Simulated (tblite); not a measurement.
C4H4FOS (doublet state).
Geometry (GFN2-xTB, Å), atoms numbered from 1 in this order:
```xyz
11
C4H4FOS angstrom
O     -2.0228    1.1510   -1.0609
S     -1.4681    1.0965    0.2880
C      0.2319    1.7190    0.1287
C      1.1439    0.8259   -0.1281
C      0.6332   -0.6076   -0.1927
F      1.4937   -1.4568    0.4619
C     -0.7415   -0.6266    0.4628
H      2.1933    0.9989   -0.2957
H      0.6077   -0.9409   -1.2385
H     -0.6370   -0.8152    1.5301
H     -1.4289   -1.3416    0.0184
```

Computed with GFN2-xTB (tblite): harmonic, unscaled wavenumbers at the GFN2-xTB geometry, gas phase. Against measured fundamentals such values can be off by several per cent, at times by over 20. One conformer, not necessarily the lowest. Open shells enter through the occupations alone, without spin polarisation, and single modes of such species can be off by tens of per cent.

Harmonic wavenumbers (cm⁻¹): 59.3, 182.6, 264.1, 348.9, 385.3, 420.1, 504.9, 556.5, 648.8, 670.5, 798.2, 832.8, 900.1, 1012.0, 1053.8, 1073.7, 1126.3, 1130.0, 1169.1, 1207.4, 1270.0, 1419.7, 1683.3, 2903.7, 3019.7, 3036.6, 3108.5.

A = 5138, B = 1651, C = 1438 MHz; mass 118.997 u (most abundant isotopes); point group C1, symmetry number 1; spin multiplicity 2.

Problem. What is the zero-point energy?

Solution. Half the sum of the wavenumbers: 15393 cm⁻¹ = 184.14 kJ/mol.

Problem. What is S at 350 K and 1 bar for an ideal gas of classical rigid rotors and harmonic oscillators?

Solution. Translation 171.79, rotation 117.76, vibration 73.61, spin (R ln 2) 5.76: S = 368.9 J/(mol K).

Problem. And Cp and H(350 K) − H(0)?

Solution. Cp = 123.48 J/(mol K), of which vibrations give 90.22 (their classical limit is 27 R = 224.5); H(350 K) − H(0) = 26.23 kJ/mol without the zero-point energy, 14.59 from vibrations.

Problem. What must be added to the electronic energy to get the Gibbs energy at 350 K and 1 bar?

Solution. ZPE + [H(350 K) − H(0)] − T·S = 184.14 + 26.23 − 129.13 = 81.24 kJ/mol.

Problem. How do the functions run with temperature in this model?

Solution. 
```
T (K)  S (J/(mol K))  Cp (J/(mol K))  H − H(0) (kJ/mol)  G − H(0) (kJ/mol)  ln q(vib)
  100          267.5            52.5               4.16             -22.59       0.67
  200          312.5            81.1              10.81             -51.69       1.80
  300          350.9           110.1              20.39             -84.90       3.13
  500          418.8           155.8              47.33            -162.05       6.03
  800          501.3           193.9             100.43            -300.57      10.36
 1000          546.2           208.9             140.80            -405.43      13.04
```

q(vib) and H(0) count from the zero-point level.

Problem. Which modes carry the vibrational entropy at 350 K?

Solution. 59.3 cm⁻¹: 20.07; 182.6 cm⁻¹: 10.89; 264.1 cm⁻¹: 8.03; 348.9 cm⁻¹: 5.99; 385.3 cm⁻¹: 5.31; 420.1 cm⁻¹: 4.73 J/(mol K); the other 21 give 18.59 together.

Problem. Blend soft modes into free rotors: weight 1/[1 + (100 cm⁻¹/ν̃)⁴] for the oscillator and the rest for a rotor with moment μB/(μ + B), μ = h/(8π²ν), B = 10⁻⁴⁴ kg m². What vibrational entropy results?

Solution. 68.89 J/(mol K) in place of 73.61, which changes −T·S at 350 K by +1.65 kJ/mol.

Hindered rotation and anharmonicity are outside this model. Other conformers, if any are populated, would add a mixing term that is left out. The structure is chiral; the term R ln 2 for an equal mix with its mirror image is left out.

Hardware: one thread, Intel Xeon at 2.50 GHz (x86_64), shared host. Cost: 0.76 s. This covers the Hessian and the dipole derivatives.
